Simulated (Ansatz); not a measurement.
Program: Ansatz. Geometries: PBE0-D4/def2-TZVP. ΔE: electronic, gas phase. CCSD(T)/CBS is the MP2 limit (def2-TZVPP, def2-QZVPP) plus CCSD(T) − MP2 in def2-TZVPP, frozen cores. This one scheme is used for every species. DFT in def2-TZVPP. B3LYP here is the variant with VWN-RPA as its local correlation; programs differ in this. For Br outer-core shells are correlated without core-valence functions, which leaves a few kJ/mol of doubt a bond. Scalar relativity is left out up to krypton. Each species was taken in one conformer, which may not be the lowest.

Consider the ligand exchange at a B–Br bond: `Cl[SiH2]BBr` + H–F → `FB[SiH2]Cl` + HBr.

```
             level  ΔE (kcal/mol)
          B3LYP-D4          -12.3
      MP2/def2-SVP          -13.7
CCSD(T)/def2-TZVPP          -10.1
     MP2/CBS(def2)           -6.8
```

What does CCSD(T)/CBS give? (Best estimate.)

The calculation gave: -8.6 kcal/mol. The listed levels differ from it by -3.7, -5.1, -1.5, 1.8 kcal/mol.

Largest T1 diagnostic among the species: 0.012.

Leaving LDA and LC-ωPBE aside and taking each functional with its dispersion term where it has one, the values, not all of them listed here, spread over 4.6 kcal/mol, from CAM-B3LYP-D4 to revPBE-D4. At CCSD(T), def2-SVP lies −6.4 kcal/mol from the extrapolated value and def2-TZVPP −1.5 kcal/mol. In def2-TZVPP, CCSD(T) changes the Hartree–Fock value by +4.8 kcal/mol (the triples alone add +0.8 kcal/mol) and MP2 by +6.6 kcal/mol.
